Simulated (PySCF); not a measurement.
Species: C7H11 (doublet state).
Cartesian coordinates in Å at the GFN2-xTB level; atoms count from 1:
```xyz
18
C7H11 angstrom
C      3.3138   -0.3179   -0.5741
C      2.1225   -0.4879    0.0747
C      0.9290    0.0861   -0.3163
C     -0.3495   -0.0973    0.3884
C     -1.1350    1.1886    0.7622
C     -2.4131    0.5771    0.1763
C     -1.5693   -0.5283   -0.4696
H      3.3830    0.2949   -1.4557
H      4.2162   -0.7866   -0.2276
H      2.1083   -1.1149    0.9587
H      0.9161    0.7163   -1.1950
H     -0.2201   -0.7506    1.2532
H     -1.1534    1.4308    1.8222
H     -0.7861    2.0562    0.2060
H     -2.9743    1.2104   -0.5075
H     -3.0895    0.1994    0.9405
H     -1.9085   -1.5501   -0.3160
H     -1.3987   -0.3665   -1.5319
```

The hyperfine couplings belong to this conformer and change with its torsions.

The species is `[CH2]/C=C/C1CCC1` [radical].

Computed with UKS B3LYP, pcH-1 on C H, non-relativistic, mean-field spin-orbit, GIAO in PySCF 2.14.0. Isolated species at its GFN2-xTB geometry (one conformer only). A GFN2-xTB geometry isn't a minimum of the functional, and hyperfine couplings can be far from their values at a DFT geometry. The SCF solution wasn't tested for stability. ⟨S²⟩ is 0.775 where a pure state has 0.75.

Break the g tensor into its mass correction, gauge correction and orbital-Zeeman/spin–orbit terms.

```
                    Δg (ppm)     1     2     3
relativistic mass correction  -146  -146  -146
            gauge correction     4    38    35
   orbital Zeeman/spin–orbit   -32   464   601
                       total  -175   356   490
```

So g = 2.00214, 2.00268, 2.00281 and g_iso = 2.00254; the tensor is rhombic: the two nearest values differ by 20 % of g3 − g1. Axes: g3 points within 1° of the C2–C3 bond.

What effective moment and Curie constant follow for a powder?

With the mean of g² = 4.0102 and S(S+1) = 0.75: μ_eff = √(⟨g²⟩S(S+1)) = 1.734 μB and χT = 0.12505·⟨g²⟩·S(S+1) = 0.376 cm³ K/mol (cgs; spin-Hamiltonian part alone).

At 33.818 GHz, how far is the centre of the isotropic spectrum from where a free electron (g = 2.002319) resonates?

B = hν/(g μB) with μB/h = 13.99624 MHz/mT gives 1206.71 mT for the free electron and 1206.58 mT at g_iso, 0.13 mT lower.

How much does each term add to the isotropic shift?

The orbital-Zeeman/spin–orbit term 344, the mass correction -146 and the gauge correction 26 ppm, for a total of 223 ppm. The orbital-Zeeman/spin–orbit term is the largest in size. The mass correction is the same along every axis, so the anisotropy comes from the other two: their spans along these axes are 35 (gauge) and 634 ppm (orbital Zeeman/spin–orbit).

In a frozen sample, at which fields do the three g values resonate at 9.5, 34, 94 and 263 GHz (hyperfine left aside), and which band first spreads them over more than twice a line width of 0.5 mT?

```csv
band,GHz,B(g3) mT,B(g2) mT,B(g1) mT,spread mT
X,9.5,338.90,338.92,339.01,0.11
Q,34.0,1212.91,1212.99,1213.31,0.40
W,94.0,3353.33,3353.56,3354.45,1.11
J,263.0,9382.20,9382.83,9385.31,3.11
```

The spread grows in proportion to the frequency. W band is the first where it exceeds 1.0 mT.

The largest Mulliken spin populations are on C1 (+0.66), C3 (+0.65) and C2 (-0.26). The angles at C1 add up to 360.0°, so it is planar; its axial dipolar tensor and the negative couplings of its protons fit spin in a p orbital normal to that plane.

The HOMO–LUMO gaps are 6.04 eV among the α and 5.64 eV among the β orbitals.
